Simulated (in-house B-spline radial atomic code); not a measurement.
Inner levels of xenon as electrons are removed. A shift is the extra binding of the orbital against the neutral atom ([Kr] 4d10 5s2 5p6). The density at the nucleus is averaged over the nuclear charge. Computed with a radial B-spline atomic code at the basis-set limit: Dirac-Hartree-Fock, jj configuration that fills j = l - 1/2 first, finite nuclei.

A number in brackets counts the electrons of a j subshell.

| ion | configuration | shift of 1s1/2 (eV) | radius of 1s1/2 (bohr) | Σ<r²> (bohr²) | change of density at nucleus (bohr⁻³) |
| --- | --- | --- | --- | --- | --- |
| Xe46+ | [He] 2s2 2p1/2(2) 2p3/2(2) | 3648.3 | 0.026587 | 0.074856 | -4498.38 |
| Xe47+ | [He] 2s2 2p1/2(2) 2p3/2(1) | 3969.85 | 0.026567 | 0.062375 | -3932.57 |
| Xe48+ | [He] 2s2 2p1/2(2) | 4295.75 | 0.026547 | 0.050309 | -3356.47 |
| Xe49+ | [He] 2s2 2p1/2(1) | 4648.45 | 0.026522 | 0.039617 | -3129.22 |
| Xe50+ | [He] 2s2 | 5006.26 | 0.026496 | 0.029308 | -2908.85 |
| Xe51+ | [He] 2s1 | 5309.87 | 0.026493 | 0.015449 | -17788.6 |
| Xe52+ | 1s2 | 5616.44 | 0.02648 | 0.001898 | -33042.9 |
| Xe53+ | 1s1 | 6587.85 | 0.026282 | 0.00093407 | -144427 |
